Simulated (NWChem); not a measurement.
System: AlN3H6; SMILES [NH2][Al]([NH2])[NH2]

Parts of the log:

```
             Northwest Computational Chemistry Package (NWChem) 7.3.0
             --------------------------------------------------------

                             Geometry "geometry" -> ""
                             -------------------------

 Output coordinates in angstroms (scale by  1.889725989 to convert to a.u.)

  No.       Tag          Charge          X              Y              Z
 ---- ---------------- ---------- -------------- -------------- --------------
    1 Al                  13.0000     0.00002200    -0.00002700     0.00005600
    2 N                    7.0000     1.67824500     0.58652900     0.00001700
    3 H                    1.0000     1.96782400     1.52575900    -0.24389200
    4 H                    1.0000     2.48996000     0.03235600     0.24395400
    5 N                    7.0000    -0.33118700    -1.74667700     0.00003000
    6 H                    1.0000    -1.21704800    -2.17244100     0.24391100
    7 H                    1.0000     0.33731300    -2.46715300    -0.24394800
    8 N                    7.0000    -1.34703100     1.16011500     0.00002800
    9 H                    1.0000    -2.30523500     0.94135700    -0.24388400
   10 H                    1.0000    -1.27286300     2.14018400     0.24387800

 Effective nuclear repulsion energy (a.u.)     159.6574033939

                                 NWChem DFT Module
                                 -----------------

 Summary of "ao basis" -> "ao basis" (spherical)
 ------------------------------------------------------------------------------
       Tag                 Description            Shells   Functions and Types
 ---------------- ------------------------------  ------  ---------------------
 Al                        def2-svpd                10       24   5s3p2d
 N                         def2-svpd                 8       20   4s2p2d
 H                         def2-svpd                 4        8   2s2p

            General Information
            -------------------
          SCF calculation type: DFT
          Wavefunction type:  closed shell.
          No. of atoms     :    10
          No. of electrons :    40
           Alpha electrons :    20
            Beta electrons :    20
          Charge           :     0
          Spin multiplicity:     1
          Use of symmetry is: off; symmetry adaption is: off
          Maximum number of iterations: 150
          AO basis - number of functions:   132
                     number of shells:    58
          Convergence on energy requested:  1.00D-06
          Convergence on density requested:  1.00D-05
          Convergence on gradient requested:  5.00D-04

              XC Information
              --------------
                         B3LYP Method XC Potential
                     Hartree-Fock (Exact) Exchange  0.200
                        Slater Exchange Functional  0.800 local
                    Becke 1988 Exchange Functional  0.720 non-local
              Lee-Yang-Parr Correlation Functional  0.810
                  VWN I RPA Correlation Functional  0.190 local

             Grid Information
             ----------------
          Grid used for XC integration:  medium
          Radial quadrature: Mura-Knowles
          Angular quadrature: Lebedev.
          Tag              B.-S. Rad. Rad. Pts. Rad. Cut. Ang. Pts.
          ---              ---------- --------- --------- ---------
          Al                  1.25       88           9.0       590
          N                   0.65       49          11.0       434
          H                   0.35       45          12.0       434
          Grid pruning is: on
          Number of quadrature shells:   505
          Spatial weights used:  Erf1

      Superposition of Atomic Density Guess
      -------------------------------------

 Sum of atomic energies:        -407.52092839

      Non-variational initial energy
      ------------------------------

 Total energy =    -409.167820
 1-e energy   =    -876.922058
 2-e energy   =     308.096834
 HOMO         =      -0.354815
 LUMO         =      -0.030488

[...]

                                NWChem TDDFT Module
                                -------------------

            General Information
            -------------------
           No. of orbitals :     264
            Alpha orbitals :     132
             Beta orbitals :     132
        Alpha frozen cores :       0
         Beta frozen cores :       0
     Alpha frozen virtuals :       0
      Beta frozen virtuals :       0
         Spin multiplicity :       1
    Number of AO functions :     132
        Use of symmetry is : off
      Symmetry adaption is : off
         Schwarz screening :  0.10D-07

              XC Information
              --------------
                  B3LYP Method XC Potential
              Hartree-Fock (Exact) Exchange   0.20
                 Slater Exchange Functional   0.80 local
             Becke 1988 Exchange Functional   0.72 non-local
       Lee-Yang-Parr Correlation Functional   0.81
           VWN I RPA Correlation Functional   0.19 local

             TDDFT Information
             -----------------
          Calculation type : Tamm-Dancoff TDDFT
         Wavefunction type : Restricted singlets
          No. of electrons :      40
           Alpha electrons :      20
            Beta electrons :      20
              No. of roots :       6
          Max subspacesize :    5200
            Max iterations :     100
               Target root :       1
           Target symmetry : none
      Symmetry restriction : off
                 Algorithm : Optimal
        Davidson threshold :  0.10D-03

    6 smallest eigenvalue differences (eV)
--------------------------------------------------------
  No. Spin  Occ  Vir  Irrep   E(Occ)    E(Vir)   E(Diff)
--------------------------------------------------------
    1    1   20   21 a        -0.243    -0.020     6.070
    2    1   19   21 a        -0.243    -0.020     6.070
    3    1   18   21 a        -0.271    -0.020     6.831
    4    1   20   22 a        -0.243     0.047     7.890
    5    1   19   22 a        -0.243     0.047     7.890
    6    1   20   23 a        -0.243     0.047     7.890
--------------------------------------------------------

  Entering Davidson iterations
  Restricted singlet excited states

  Iter   NTrls   NConv    DeltaV     DeltaE      Time
  ----  ------  ------  ---------  ---------  ---------
    1      6       0     0.36E-01   0.10+100       15.1
    2     12       0     0.17E-01   0.26E-02       12.5
    3     18       0     0.59E-02   0.15E-02       16.2
    4     24       0     0.90E-02   0.67E-03       15.2
    5     30       3     0.88E-02   0.50E-03       12.6
    6     33       3     0.44E-02   0.24E-03       10.2
    7     36       3     0.17E-02   0.46E-04        9.9
    8     39       4     0.75E-03   0.59E-05        9.1
    9     41       5     0.20E-03   0.95E-06        7.8
   10     42       6     0.47E-04   0.62E-07        6.9
  ----  ------  ------  ---------  ---------  ---------
  Convergence criterion met

  Ground state a        -410.260667474623 a.u.

  ----------------------------------------------------------------------------
  Root   1 singlet a              0.188936376 a.u.                5.1412 eV
  ----------------------------------------------------------------------------
     Transition Moments    X -0.16778   Y -0.17354   Z  0.00000
     Dipole Oscillator Strength                    0.0073388758
     Electric Quadrupole                           0.0000002348
     Magnetic Dipole                               0.0000009678
     Total Oscillator Strength                     0.0073400784

     Occ.   19  a   ---  Virt.   22  a       -0.05666
     Occ.   20  a   ---  Virt.   21  a        0.99335
     Occ.   20  a   ---  Virt.   23  a        0.05666
  ----------------------------------------------------------------------------
  Root   2 singlet a              0.188937670 a.u.                5.1413 eV
  ----------------------------------------------------------------------------
     Transition Moments    X -0.17357   Y  0.16778   Z -0.00000
     Dipole Oscillator Strength                    0.0073402811
     Electric Quadrupole                           0.0000002348
     Magnetic Dipole                               0.0000009677
     Total Oscillator Strength                     0.0073414836

     Occ.   19  a   ---  Virt.   21  a        0.99335
     Occ.   19  a   ---  Virt.   23  a       -0.05666
     Occ.   20  a   ---  Virt.   22  a       -0.05666
  ----------------------------------------------------------------------------
  Root   3 singlet a              0.221772140 a.u.                6.0347 eV
  ----------------------------------------------------------------------------
     Transition Moments    X -0.00001   Y -0.00000   Z -1.05024
     Dipole Oscillator Strength                    0.1630772294
     Electric Quadrupole                           0.0000000000
     Magnetic Dipole                               0.0000002683
     Total Oscillator Strength                     0.1630774977

     Occ.   18  a   ---  Virt.   21  a       -0.98888
     Occ.   19  a   ---  Virt.   22  a       -0.09389
     Occ.   20  a   ---  Virt.   23  a       -0.09388
  ----------------------------------------------------------------------------
  Root   4 singlet a              0.253128456 a.u.                6.8880 eV
  ----------------------------------------------------------------------------
     Transition Moments    X  0.00002   Y -0.00000   Z  0.45724
     Dipole Oscillator Strength                    0.0352812170
     Electric Quadrupole                           0.0000000000
     Magnetic Dipole                               0.0000000620
     Total Oscillator Strength                     0.0352812790

[...]
```

Level: B3LYP/def2-SVPD, TDA. The geometry was optimised at PBE0/def2-SVP.

Task: Which NWChem input produces such a log?

Result: Several could match; the one computed here: the input that was run:
```
start job
memory heap 200 mb stack 900 mb global 1100 mb
geometry units angstroms noautosym nocenter noautoz
  Al     0.000022    -0.000027     0.000056
  N      1.678245     0.586529     0.000017
  H      1.967824     1.525759    -0.243892
  H      2.489960     0.032356     0.243954
  N     -0.331187    -1.746677     0.000030
  H     -1.217048    -2.172441     0.243911
  H      0.337313    -2.467153    -0.243948
  N     -1.347031     1.160115     0.000028
  H     -2.305235     0.941357    -0.243884
  H     -1.272863     2.140184     0.243878
end
basis spherical
  * library def2-svpd
end
dft
  xc b3lyp
  iterations 150
end
tddft
  cis
  nroots 6
  notriplet
end
task tddft energy
```
